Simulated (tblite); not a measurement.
Species: C₈H₁₃P.
Atom-mapped SMILES: `[CH:1]#[C:2][CH2:3][P:4]([CH3:5])[CH:6]1[CH2:7][CH2:8][CH2:9]1` (hydrogens: H10 on C1; H11, H12 on C3; H13, H14, H15 on C5; H16 on C6; H17, H18 on C7; H19, H20 on C8; H21, H22 on C9)

Geometry (GFN2-xTB, Å), atoms numbered from 1 in this order:
```xyz
22
C8H13P angstrom
C      4.2952    0.0483   -0.3677
C      3.1440   -0.2234   -0.5541
C      1.7497   -0.5361   -0.7426
P      0.6701    0.7081    0.1542
C      1.0868    0.2008    1.8840
C     -0.9236   -0.2389   -0.0250
C     -2.1621    0.4152    0.6153
C     -2.9160    0.2617   -0.7129
C     -1.6021   -0.1287   -1.4036
H      5.3082    0.2778   -0.2225
H      1.5011   -0.4891   -1.8074
H      1.5373   -1.5439   -0.3689
H      2.1168    0.4891    2.0879
H      0.9767   -0.8745    2.0237
H      0.4323    0.7272    2.5763
H     -0.7881   -1.2763    0.2971
H     -2.5876   -0.1083    1.4695
H     -1.9924    1.4561    0.8887
H     -3.6430   -0.5484   -0.6966
H     -3.4002    1.1605   -1.0888
H     -1.1881    0.6780   -2.0083
H     -1.6255   -1.0400   -1.9991
```

All values are computed: GFN2-xTB (tblite) harmonic vibrations without scaling, gas phase. Against measured fundamentals such values can be off by several per cent, at times by over 20. One conformer, not necessarily the lowest.

Harmonic wavenumbers (cm⁻¹): 42.1, 51.4, 67.4, 94.1, 137.7, 169.8, 209.1, 253.2, 294.6, 301.2, 315.9, 392.4, 598.3, 622.9, 638.0, 706.2, 744.1, 762.1, 785.5, 811.6, 832.7, 872.8, 902.2, 986.3, 999.3, 1005.4, 1038.5, 1045.4, 1068.7, 1102.0, 1105.5, 1177.1, 1185.6, 1188.3, 1214.4, 1227.1, 1250.9, 1261.9, 1269.4, 1317.7, 1399.7, 1441.6, 1453.3, 1471.3, 1472.2, 1492.9, 2286.2, 2899.5, 2904.9, 2935.0, 2979.7, 2982.6, 2987.7, 2998.9, 3003.0, 3011.2, 3012.2, 3014.5, 3014.9, 3398.2.

A = 3339, B = 728.3, C = 637.7 MHz; mass 140.075 u (most abundant isotopes); point group C1, symmetry number 1.

Task: Zero-point energy?

Result: Half the sum of the wavenumbers: 40104 cm⁻¹ = 114.66 kcal/mol.

Task: Entropy at 200 K, 1 bar (ideal gas, RRHO, classical rotation)?

Result: Translation 38.77, rotation 28.53, vibration 24.47: S = 91.8 cal/(mol K).

Task: And Cp and H(200 K) − H(0)?

Result: Cp = 31.51 cal/(mol K), of which vibrations give 23.56 (their classical limit is 60 R = 119.2); H(200 K) − H(0) = 4.13 kcal/mol without the zero-point energy, 2.55 from vibrations.

Task: Which modes carry the vibrational entropy at 200 K?

Result: 42.1 cm⁻¹: 4.37; 51.4 cm⁻¹: 3.98; 67.4 cm⁻¹: 3.45; 94.1 cm⁻¹: 2.80; 137.7 cm⁻¹: 2.09; 169.8 cm⁻¹: 1.71 cal/(mol K); the other 54 give 6.09 together.

Task: How do the functions run with temperature in this model?

Result: 
```
T (K)  S (cal/(mol K))  Cp (cal/(mol K))  H − H(0) (kcal/mol)  G − H(0) (kcal/mol)  ln q(vib)
  100             73.8              21.5                 1.48                -5.89       2.57
  300            106.7              43.0                 7.85               -24.15       9.03
  500            133.9              64.5                18.70               -48.26      15.04
  800            169.1              85.2                41.43               -93.88      23.65
 1000            189.2              94.3                59.43              -129.76      29.00
```

q(vib) and H(0) count from the zero-point level.

Hindered rotation and anharmonicity are outside this model. Other conformers, if any are populated, would add a mixing term that is left out. The structure is chiral; the term R ln 2 for an equal mix with its mirror image is left out.
